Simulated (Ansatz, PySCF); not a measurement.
The pair A = disiloxane (SMILES [SiH3]O[SiH3]) (first 9 atoms), B = hydrogen (SMILES [H][H]); geometry from B3LYP-D3(BJ)/def2-TZVP.
(charge 0, multiplicity 1):
```xyz
11

Si    -0.647    -1.271    -0.335
O     -0.007     0.045     0.403
Si     0.958     1.364     0.287
H     -1.626    -1.886     0.585
H     -1.322    -0.871    -1.591
H      0.423    -2.246    -0.650
H      2.364     0.947     0.075
H      0.849     2.128     1.547
H      0.527     2.210    -0.851
H     -0.652    -0.172     2.972
H     -0.789    -0.267     3.697
```

Cores are frozen in the correlated methods. MP2 and its Hartree–Fock in aug-cc-pV(T+d)Z are density fitted. Rows in 6-31G* carry no dispersion term and start afresh at each structure (6-31G* with six Cartesian d functions). MP2/6-31G* freezes PySCF's default core.

Codes used: Ansatz (Gaussian basis) for Hartree–Fock, density functionals and correlated methods; PySCF for 6-31G* rows. Each number belongs to the level named beside it.

Total energies (hartree), monomers frozen at their geometry in the pair:

```json
[
 {"structure": "AB", "B3LYP/6-31G*": "-659.0565506", "MP2/6-31G*": "-657.7358082", "MP2/aug-cc-pV(T+d)Z": "-658.0432071"},
 {"structure": "A in the pair's basis", "B3LYP/6-31G*": "-657.8813471", "MP2/6-31G*": "-656.5918004", "MP2/aug-cc-pV(T+d)Z": "-656.8773789"},
 {"structure": "B in the pair's basis", "B3LYP/6-31G*": "-1.1755943", "MP2/6-31G*": "-1.1441818", "MP2/aug-cc-pV(T+d)Z": "-1.1650389"},
 {"structure": "A", "B3LYP/6-31G*": "-657.8808780", "MP2/6-31G*": "-656.5910661", "MP2/aug-cc-pV(T+d)Z": "-656.8770576"},
 {"structure": "B", "B3LYP/6-31G*": "-1.1754802", "MP2/6-31G*": "-1.1441064", "MP2/aug-cc-pV(T+d)Z": "-1.1649834"}
]
```

Q: Work out the interaction energy without and with the counterpoise correction, and the superposition error, for each level.

A: 
E(AB) − E(A) − E(B), times 627.509 kcal/mol, with the monomers in their own basis and then in the pair's basis:
- B3LYP/6-31G*: -0.12 uncorrected, 0.25 corrected; the monomers gain 0.37 kcal/mol from borrowed functions
- MP2/6-31G*: -0.40 uncorrected, 0.11 corrected; the monomers gain 0.51 kcal/mol from borrowed functions
- MP2/aug-cc-pV(T+d)Z: -0.73 uncorrected, -0.50 corrected; the monomers gain 0.24 kcal/mol from borrowed functions

Ansatz is a program for electronic structure.
